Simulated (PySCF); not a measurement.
## Yb (ytterbium, neutral): UHF calculation

Configuration: [Xe] 4f14 5d2, high-spin 3F determinant (an excited configuration). All numbers are calculated (PySCF 2.14, the spin-free X2C one-electron Hamiltonian (Gaussian nucleus), in cc-pVDZ-X2C (8s7p5d3f1g, 84 functions)).

```json
{
 "Total energy": "-14054.216214 hartree",
 "One-electron energy": "-19317.8638 hartree",
 "Hartree (Coulomb) energy": "5556.5508 hartree",
 "Exchange energy": "-292.9032 hartree",
 "⟨S²⟩": "2.0069",
 "⟨L²⟩": "12.066",
 "Sum of ⟨r⟩": "43.04 bohr",
 "Sum of ⟨r²⟩": "65.53 bohr²",
 "Langevin diamagnetic susceptibility": "-51.9 ×10⁻⁶ cm³/mol"
}
```

| shell | electrons | mean orbital energy (hartree) | spread (hartree) | rms radius, mean of both spins (bohr) |
| --- | --- | --- | --- | --- |
| 1s β | 1 | -2265.07217 | 0 | 0.0223 |
| 1s α | 1 | -2265.07147 | 0 | 0.0223 |
| 2s α | 1 | -388.51231 | 0 | 0.0901 |
| 2s β | 1 | -388.51158 | 0 | 0.0901 |
| 2p α | 3 | -343.06031 | 0 | 0.0815 |
| 2p β | 3 | -343.05965 | 0 | 0.0815 |
| 3s β | 1 | -89.57099 | 0 | 0.231 |
| 3s α | 1 | -89.56837 | 0 | 0.231 |
| 3p β | 3 | -75.55061 | 0 | 0.232 |
| 3p α | 3 | -75.54774 | 0 | 0.232 |
| 3d β | 5 | -58.02001 | 0.00025 | 0.212 |
| 3d α | 5 | -58.01804 | 0.00091 | 0.212 |
| 4s β | 1 | -18.56542 | 0 | 0.519 |
| 4s α | 1 | -18.56175 | 0 | 0.519 |
| 4p β | 3 | -13.85880 | 0 | 0.553 |
| 4p α | 3 | -13.85517 | 0 | 0.553 |
| 4d β | 5 | -7.46822 | 0.00142 | 0.606 |
| 4d α | 5 | -7.46528 | 0.00408 | 0.606 |
| 5s α | 1 | -2.33749 | 0 | 1.32 |
| 5s β | 1 | -2.32197 | 0 | 1.32 |
| 5p α | 3 | -1.18002 | 0 | 1.58 |
| 5p β | 3 | -1.14371 | 0 | 1.58 |
| 4f β | 7 | -0.40846 | 0.00236 | 0.880 |
| 4f α | 7 | -0.40567 | 0.00174 | 0.880 |
| 5d α | 2 | -0.07517 | 0 | 3.82 |

Spin-orbit coupling, absent here, splits the open shell strongly.

Densities and radii are taken from the X2C orbitals without a picture-change correction, which distorts them close to the nucleus.

Spin-orbit constants ζ (cm⁻¹) from the X2C one-electron operator on these orbitals: bare nucleus, nucleus screened by l(l+1)(2l+1)/3 electrons, and screened by the Breit-Pauli mean field of the electrons.

```
shell     bare  screened nucleus  mean field
   2p  5348000           5195000         n/a
   3p  1147000           1114000         n/a
   3d   179700            154000         n/a
   4p   253500            246200         n/a
   4d    33630             28830         n/a
   4f     5006              3004         n/a
   5p    27280             26500         n/a
   5d    523.6             448.8         n/a
```

To first order the Landé constant is A = 224.4 cm⁻¹, so the lowest level has J = 2 and lies 0.111 eV below the centre of the term. This holds in LS coupling only.
